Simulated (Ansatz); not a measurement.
Stepwise reaction of `N[SiH2][Si](N)(Cl)Cl` with hydrogen, as a gas-phase model of exchange steps in deposition or etching. ΔE in kJ/mol.

Isolated molecules relaxed with PBE0-D4/def2-TZVP in Ansatz; ΔE leaves out vibrations. CCSD(T)/CBS is the MP2 limit (def2-TZVPP, def2-QZVPP) plus CCSD(T) − MP2 in def2-TZVPP, frozen cores. This one scheme is used for every species. Functionals use def2-TZVPP. B3LYP here is the variant with VWN-RPA as its local correlation; programs differ in this. Each species was taken in one conformer, which may not be the lowest.

```tsv
step	reaction	PBE-D4	B3LYP-D4	ωB97M-V	CCSD(T)/CBS
1	`N[SiH2][Si](N)(Cl)Cl` + H₂ → `N[SiH2][SiH](N)Cl` + HCl	85.9	85.5	86.1	84.6
```

Give the row of step 2, `N[SiH2][SiH](N)Cl` + H₂ → `N[SiH2][SiH2]N` + HCl. (Estimate.)

The calculation gave: 
| step | reaction | PBE-D4 | B3LYP-D4 | ωB97M-V | CCSD(T)/CBS |
| --- | --- | --- | --- | --- | --- |
| 2 | `N[SiH2][SiH](N)Cl` + H₂ → `N[SiH2][SiH2]N` + HCl | 100.2 | 100.1 | 100.0 | 99.1 |

By hand: ΔE of the 2 steps together at CCSD(T)/CBS.

(84.6) + (99.1) = 183.7 kJ/mol, or 91.8 kJ/mol a step.

In ΔE each step is higher than the one before. All are uphill at CCSD(T)/CBS. PBE-D4 differs from CCSD(T)/CBS by 1.1 to 1.3 kJ/mol a step. Isolated molecules leave out the surface, adducts and barriers. Largest T1 diagnostic: 0.011.
